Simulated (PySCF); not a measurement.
ethyl(silyl)silane (C₂H₁₀Si₂), SMILES C([SiH2][SiH3])C.

Coordinates come from a PBE-D3(BJ)/def2-SVP optimisation. Other conformers were not sampled.

Computed with PBE-D3(BJ)/def2-SVP (PySCF).

Frequencies are harmonic and unscaled.

Problem. List the normal modes with their intensities. (The exact figures need the calculation; the answer reports its results.)

Solution. 
```tsv
mode	ν (cm⁻¹)	IR (km/mol)	moving atoms (share of kinetic energy)
1	60	0.0	H 56 %, C 27 %, Si 18 %
2	99	0.0	H 81 %, Si 10 %, C 9 %
3	122	0.6	H 45 %, Si 29 %, C 26 %
4	217	0.1	H 76 %, C 19 %
5	251	1.5	H 54 %, C 33 %, Si 14 %
6	349	14.4	H 91 %
7	406	1.6	Si 77 %, H 19 %
8	472	14.4	H 81 %, Si 18 %
9	542	1.3	H 69 %, Si 25 %
10	620	1.2	H 45 %, C 38 %, Si 16 %
11	646	2.2	H 83 %, Si 10 %
12	716	46.2	H 77 %, C 13 %, Si 10 %
13	760	255.1	H 85 %, Si 10 %
14	839	105.5	H 89 %, Si 10 %
15	891	18.2	H 96 %
16	904	29.0	H 98 %
17	910	69.4	H 97 %
18	952	13.8	H 82 %, C 15 %
19	956	4.3	H 78 %, C 21 %
20	1031	6.4	C 69 %, H 31 %
21	1201	3.1	H 63 %, C 37 %
22	1205	2.3	H 78 %, C 21 %
23	1347	1.8	H 82 %, C 18 %
24	1383	4.5	H 91 %, C 9 %
25	1423	3.8	H 96 %
26	1427	7.1	H 97 %
27	2134	89.1	H 98 %
28	2142	40.2	H 97 %
29	2144	27.8	H 97 %
30	2156	145.7	H 96 %
31	2161	107.6	H 96 %
32	2964	24.8	H 97 %
33	2972	10.2	H 95 %
34	3021	0.9	H 91 %, C 9 %
35	3048	20.8	H 91 %, C 9 %
36	3052	18.1	H 91 %, C 9 %
```
